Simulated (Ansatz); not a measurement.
Two members of one family (BH3 adduct), computed with Ansatz in the gas phase. The two geometries come from different levels. Binding counts from free atoms in the multiplicity of their measured ground term, without zero-point energy. A dash marks a value that wasn't run or was left out as unsound. The structures are stationary points that may keep the symmetry of their start. Remarks come from the PBE and PBE0 runs and from stability tests at other levels; not every state was tested. HOMO above LUMO (over both spins in singlets and doublets, within one spin in higher multiplets; at PBE or PBE0), or a gap under 0.15 eV within one spin, warns that the state may not be the lowest or that an electron is smeared out.

First: B(SMe2)H3 (singlet, charge 0, r2SCAN-D4/def2-SVP geometry).

```xyz
13

B    -1.440    0.840    0.515
S     0.059    0.495   -0.680
C    -0.066   -1.278   -1.008
C     1.488    0.510    0.425
H    -0.186   -1.817   -0.056
H     0.819   -1.626   -1.558
H    -0.966   -1.421   -1.621
H     1.283   -0.131    1.295
H     2.388    0.179   -0.114
H     1.614    1.548    0.758
H    -2.407    0.680   -0.214
H    -1.260    2.001    0.843
H    -1.324    0.020    1.415
```

```json
{"level": "PBE-D4/def2-SVP", "HOMO (eV)": "-6.44", "LUMO (eV)": "-0.22", "gap (eV)": "6.21", "vertical IE (eV)": "–", "binding per atom (eV)": "3.64"}
{"level": "PBE-D4/def2-TZVP", "HOMO (eV)": "-6.57", "LUMO (eV)": "-0.62", "gap (eV)": "5.95", "vertical IE (eV)": "9.70", "binding per atom (eV)": "3.64"}
{"level": "r2SCAN-D4/def2-TZVP", "HOMO (eV)": "-6.83", "LUMO (eV)": "-0.31", "gap (eV)": "6.52", "vertical IE (eV)": "9.79", "binding per atom (eV)": "3.61"}
{"level": "PBE0-D4/def2-SVP", "HOMO (eV)": "-7.76", "LUMO (eV)": "0.80", "gap (eV)": "8.56", "vertical IE (eV)": "–", "binding per atom (eV)": "3.61"}
{"level": "PBE0-D4/def2-TZVP", "HOMO (eV)": "-7.83", "LUMO (eV)": "0.39", "gap (eV)": "8.21", "vertical IE (eV)": "9.95", "binding per atom (eV)": "3.61"}
```

Remarks: gap within one spin near zero at PBE or PBE0 (+1 doublet).

Second: B(OMe2)H3 (singlet, charge 0, PBE-D4/def2-SVP geometry).

Cartesian coordinates in Å:
```
B -0.818 -1.194 0.538
O -0.074 0.266 0.322
C -0.588 1.014 -0.793
C 1.362 0.187 0.337
H -1.682 1.064 -0.658
H -0.352 0.495 -1.746
H -0.145 2.029 -0.780
H 1.724 -0.384 -0.544
H 1.779 1.213 0.338
H 1.635 -0.346 1.263
H -0.329 -1.605 1.584
H -0.507 -1.843 -0.465
H -2.005 -0.896 0.605
```

Problem. What does the change do? Estimate second minus first.

Solution. 
```json
{"level": "PBE-D4/def2-SVP", "Δ HOMO (eV)": "0.20", "Δ LUMO (eV)": "0.35", "Δ gap (eV)": "0.15", "Δ vertical IE (eV)": "–", "Δ binding per atom (eV)": "0.10"}
{"level": "PBE-D4/def2-TZVP", "Δ HOMO (eV)": "0.15", "Δ LUMO (eV)": "0.34", "Δ gap (eV)": "0.20", "Δ vertical IE (eV)": "0.18", "Δ binding per atom (eV)": "0.07"}
{"level": "r2SCAN-D4/def2-TZVP", "Δ HOMO (eV)": "0.11", "Δ LUMO (eV)": "0.52", "Δ gap (eV)": "0.42", "Δ vertical IE (eV)": "0.22", "Δ binding per atom (eV)": "0.07"}
{"level": "PBE0-D4/def2-SVP", "Δ HOMO (eV)": "0.10", "Δ LUMO (eV)": "0.32", "Δ gap (eV)": "0.22", "Δ vertical IE (eV)": "–", "Δ binding per atom (eV)": "0.09"}
{"level": "PBE0-D4/def2-TZVP", "Δ HOMO (eV)": "0.03", "Δ LUMO (eV)": "0.27", "Δ gap (eV)": "0.24", "Δ vertical IE (eV)": "0.26", "Δ binding per atom (eV)": "0.06"}
```
